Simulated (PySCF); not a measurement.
## How methods differ on the ionisation energy of O²⁺

O²⁺ [He] 2s2 2p2 (3P) → O³⁺ [He] 2s2 2p1 (2P), as a difference of total energies. Calculation: PySCF 2.14, in aug-cc-pVDZ; no relativity, point nucleus. Correlated levels: valence: 1s2 frozen. The calculations carry no spin-orbit coupling.

```csv
method,ionisation energy (eV),difference from reference (eV)
UHF,54.634,-0.302
LDA,55.449,+0.513
PBE,55.353,+0.417
PBE0,55.370,+0.434
r2SCAN,55.641,+0.705
wB97M-V,55.012,+0.076
BP86,55.348,+0.412
PW91,55.499,+0.563
M06-2X,55.161,+0.225
MP2 (valence),54.785,-0.151
SCS-MP2 (valence),54.682,-0.254
```

Reference: 54.936 eV (semi-empirical (NIST evaluation); NIST Atomic Spectra Database, ionization energies).

Errors of the correlated levels include the incompleteness of this basis and the frozen core.
